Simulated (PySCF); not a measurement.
Be(Et)(SMe), SMILES [S](C)[Be][CH2]C, PBE0/def2-SVP optimised geometry.

```
13

Be    -0.04    -0.29     0.00
C      1.65    -0.29     0.00
C      2.36    -1.02     1.14
H      1.99     0.76    -0.04
H      1.98    -0.71    -0.97
H      2.09    -2.09     1.18
H      2.09    -0.60     2.13
H      3.46    -0.97     1.06
S     -1.95    -0.31    -0.05
C     -2.36     1.17     0.96
H     -2.00     1.07     1.99
H     -3.46     1.24     0.98
H     -1.97     2.09     0.52
```

Density from PBE0/def2-TZVP (PySCF) at that geometry.

Minimum of the electron density along straight lines between bonded atoms, close to the bond critical point (lines longer than 1.1 times the sum of covalent radii, or with two minima, are not listed):

```
bond     length / Å  ρ at the minimum / e bohr⁻³  ∇²ρ there / e bohr⁻⁵  position (fraction from the first atom)
-------  ----------  ---------------------------  --------------------  ---------------------------------------
Be1–C2        1.683                        0.102                  0.34                                     0.33
C2–C3         1.533                        0.236                 -0.56                                     0.50
C2–H4         1.109                        0.260                 -0.82                                     0.63
C2–H5         1.109                        0.260                 -0.82                                     0.63
C3–H6         1.102                        0.271                 -0.91                                     0.64
C3–H7         1.102                        0.271                 -0.90                                     0.64
C3–H8         1.103                        0.271                 -0.90                                     0.64
Be1–S9        1.912                        0.084                  0.26                                     0.31
S9–C10        1.834                        0.171                 -0.26                                     0.53
C10–H11       1.098                        0.276                 -0.94                                     0.65
C10–H12       1.098                        0.276                 -0.94                                     0.65
C10–H13       1.098                        0.276                 -0.94                                     0.65
```
